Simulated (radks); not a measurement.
These are the eigenvalues of the occupied orbitals of an atom or ion with whole-number occupations (hartree). Method: scalar-relativistic Kohn-Sham, LB94 model potential, spin-polarised, spherical densities, finite nucleus; Fermi nuclear charge, rms radius of each element as measured or else 0.836 A^(1/3) + 0.57 fm; computed with a radial shooting solver on a logarithmic mesh with Libxc functionals.

| orbital | eigenvalue |
|---|---|
| 1s down | -1742.387 |
| 1s up | -1742.372 |
| 2s up | -350.3167 |
| 2s down | -350.3103 |
| 2p down | -322.0334 |
| 2p up | -322.0143 |
| 3s up | -128.5332 |
| 3s down | -127.9750 |
| 3p up | -119.7431 |
| 3p down | -119.1787 |
| 3d up | -109.3239 |

Which element is it, and in what charge state? The configuration may be excited. Open shells, if any, are filled with parallel spins first.

Answer. Z = 61, promethium, charge +40: Pm40+ in [Ar] 3d3. The list shows which subshells hold electrons but not how many an open one holds; the 1s level, -1742.4 hartree, gives Z - s = 59.0 by -(Z - s)^2/2, which with screening and relativity narrows Z to a few neighbours, and the depths of the outer levels then fix element, charge and occupations together.
